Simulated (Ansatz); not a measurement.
Consider the isomerisation: `C=C(S)O[SiH3]` → `CSC1O[SiH2]1`.

Gas-phase electronic energies from Ansatz, PBE0-D4/def2-TZVP geometries. CCSD(T)/CBS adds triple-zeta CCSD(T) − MP2 to the extrapolated MP2 energy (def2 sets, frozen cores). DFT in def2-TZVPP. B3LYP here is the variant with VWN-RPA as its local correlation; programs differ in this. Each species was taken in one conformer, which may not be the lowest.

| level | ΔE (kJ/mol) |
| --- | --- |
| LDA (SPW92) | 49.8 |
| B97M-V | 60.0 |
| B3LYP-D4 | 72.2 |
| CAM-B3LYP-D4 | 71.6 |
| B2PLYP | 65.6 |
| BHLYP | 76.5 |
| MP2/def2-SVP | 81.8 |
| SCS-MP2/def2-TZVPP | 64.6 |

What does CCSD(T)/CBS give? (Best estimate.)

Computed: +61.3 kJ/mol. The listed levels differ from it by -11.5, -1.3, 10.9, 10.3, 4.3, 15.2, 20.5, 3.3 kJ/mol.

Largest T1 diagnostic among the species: 0.014.

From PBE to PBE0 (25 % exact exchange), in def2-TZVPP and without D4, ΔE moves by +4.4 kJ/mol. In def2-TZVPP, CCSD(T) changes the Hartree–Fock value by −29.3 kJ/mol (the triples alone add −2.8 kJ/mol) and MP2 by −38.3 kJ/mol. At CCSD(T), def2-SVP lies +29.4 kJ/mol from the extrapolated value and def2-TZVPP +5.2 kJ/mol.

CCSD(T)/CBS has its own doubt, a few kJ/mol and more with outer-core shells, so smaller differences from it don't rank the levels.
